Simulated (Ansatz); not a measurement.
`C=C[CH2][GeH2][F]`, relaxed with RKS PBE-D4/def2-SVP in Ansatz from a rough embedded geometry. The force threshold is 0.03 eV/Å; the program also tests the step.

Charge 0, multiplicity 1.

Start:

```xyz
12

C    -1.348    0.223   -1.228
C    -0.248    0.846   -0.874
C     0.889    0.067   -0.358
Ge    0.538   -0.652    1.512
F     0.182    0.729    2.521
H    -1.548   -0.797   -1.128
H    -2.194    0.860   -1.608
H    -0.115    1.915   -0.953
H     1.095   -0.838   -1.000
H     1.790    0.668   -0.267
H    -0.756   -1.576    1.381
H     1.715   -1.447    2.003
```

Problem. By how much does the energy fall, and how many steps does the optimiser take? (An estimate is asked.)

Solution. The calculation gave: 39.60 kJ/mol, in 11 steps.

Problem. Which bonds change most? (An estimate is asked.)

Solution. The calculation gave: C3–Ge4 from 2.034 to 1.975 Å; C1–H6 from 1.044 to 1.103 Å; Ge4–H12 from 1.503 to 1.555 Å; Ge4–H11 from 1.595 to 1.551 Å.

Problem. Give the relaxed structure. (Estimate.)

Solution. The calculation gave: 
```xyz
12

C    -1.366    0.324   -1.579
C    -0.402    0.730   -0.733
C     0.781   -0.083   -0.308
Ge    0.638   -0.619    1.586
F     0.543    0.886    2.508
H    -1.334   -0.667   -2.062
H    -2.224    0.971   -1.821
H    -0.483    1.730   -0.270
H     0.890   -1.010   -0.911
H     1.728    0.492   -0.389
H    -0.675   -1.392    1.878
H     1.904   -1.362    2.100
```
